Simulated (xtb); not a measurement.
Ge(H)2(Br)(Me) (CH5BrGe), SMILES [CH3][GeH2][Br]. All values are semi-empirical tight-binding results from xtb (GFN2-xTB unless named), good for trends rather than for accurate numbers. The structure is a stationary point at GFN2-xTB.

For metal compounds this method's bond lengths and energies can be far off.

```
Quantity                                      Result
-------------------------------------  -------------
point group as xtb finds it                       Cs
orbital gap                                  6.73 eV
zero-point energy                      31.8 kcal/mol
G − E(el) at 298.15 K (modified RRHO)  12.6 kcal/mol
```
